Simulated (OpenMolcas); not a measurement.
## Au6+ in a point-charge field

Au6+ among 6 point charges of -0.65 e arranged as a tetragonal octahedron (D4h), 1.89 Å from the ion, with the axial distance 1.663 Å.

| Quantity | Value |
| --- | --- |
| Program | OpenMolcas |
| Method | SS-CASPT2, IPEA 0.25 Eh, imaginary shift 0.1 Eh (closed shells correlated: 5s 5p) |
| Basis | ANO-RCC-VTZP [8s7p5d3f1g] |
| Scalar Hamiltonian | DKH2, point nucleus |
| Active space | 5 electrons in 5 orbitals (5d) |
| State averaging | 2S+1 = 6 even, 1 root; 2S+1 = 4 even, 24 roots; 2S+1 = 2 even, 75 roots |
| Spin-orbit coupling | RASSI with atomic mean-field integrals over the reference wave functions |

The lowest spin-free states (labels of D4, the rotations of D4h), above the lowest:

| State | Degeneracy | E (cm-1) | Free-ion L (%) |
| --- | --- | --- | --- |
| 6A1 | 1 | 0 | S (100) |
| 4E | 2 | 27450 | G (82) |
| 4B2 | 1 | 27760 | G (95) |
| 4A2 | 1 | 28310 | G (89) |
| 4B1 | 1 | 28370 | G (99) |
| 4E | 2 | 28490 | G (99) |
| 4A1 | 1 | 28790 | G (100) |
| 4A1 | 1 | 28910 | G (100) |
| 4B2 | 1 | 32870 | D (92) |
| 4B1 | 1 | 33600 | D (97) |
| 4E | 2 | 33670 | P (45) |
| 4A1 | 1 | 34640 | D (100) |
| 4A2 | 1 | 34870 | P (89) |
| 4E | 2 | 35890 | D (55) |
| 2E | 2 | 40480 | I (81) |
| 2B2 | 1 | 40830 | I (84) |
| 2B1 | 1 | 41220 | I (90) |
| 2E | 2 | 41300 | I (90) |
| 2E | 2 | 41520 | I (93) |
| 2A2 | 1 | 41540 | I (94) |

The lowest levels with spin-orbit coupling:

| E (cm-1) | Degeneracy | Label | 2S+1 | g |
| --- | --- | --- | --- | --- |
| 0 | 2 | E3/2 | 6 (73 %) | 2.41 2.41 7.96 |
| 150 | 2 | E3/2 | 6 (74 %) | 2.43 2.43 4.22 |
| 420 | 2 | E1/2 | 6 (76 %) | 1.89 5.66 5.66 |
| 17790 | 2 | E3/2 | 4 (47 %) | 0.25 2.34 2.34 |
| 18850 | 2 | E3/2 | 4 (51 %) | 2.36 2.46 2.46 |
| 20610 | 2 | E1/2 | 4 (52 %) | 1.34 3.09 3.09 |
| 26520 | 2 | E1/2 | 4 (86 %) | 0.01 0.01 8.44 |
| 27290 | 2 | E3/2 | 4 (86 %) | 1.31 1.31 1.33 |
| 27550 | 2 | E3/2 | 4 (86 %) | 1.07 1.07 3.60 |
| 27650 | 2 | E1/2 | 4 (84 %) | 0.44 3.46 3.46 |
| 28300 | 2 | E3/2 | 4 (82 %) | 0.81 0.81 3.41 |
| 28980 | 2 | E1/2 | 4 (78 %) | 1.39 4.84 4.84 |
| 29590 | 2 | E3/2 | 4 (77 %) | 1.30 1.30 4.85 |
| 29660 | 2 | E3/2 | 4 (67 %) | 0.20 0.20 9.16 |
| 29680 | 2 | E1/2 | 4 (68 %) | 0.26 0.26 10.74 |
| 29820 | 2 | E1/2 | 4 (74 %) | 0.26 0.26 8.59 |
| 30190 | 2 | E3/2 | 4 (71 %) | 2.46 2.46 5.27 |
| 30550 | 2 | E1/2 | 4 (77 %) | 0.30 3.23 3.23 |
| 30740 | 2 | E3/2 | 4 (76 %) | 2.20 2.20 4.20 |
| 31040 | 2 | E1/2 | 4 (85 %) | 1.80 1.80 2.61 |

Powder χT (cm3 K/mol): 2.37 at 2 K, 2.47 at 10 K, 2.94 at 50 K, 3.28 at 100 K, 3.56 at 200 K, 3.68 at 300 K. The effective moment at 300 K is 2.828 √(χT) = 5.43 μB.

Point charges give a weaker field than real ligands, and real ions of this kind are as a rule low spin; the high spin found here belongs to the model. Free-ion shares, where given, are those of the reference states; single-state CASPT2 does not remix them. Point charges carry no covalency, so the field is a model and not that of real ligands. No measured value stands beside these numbers.
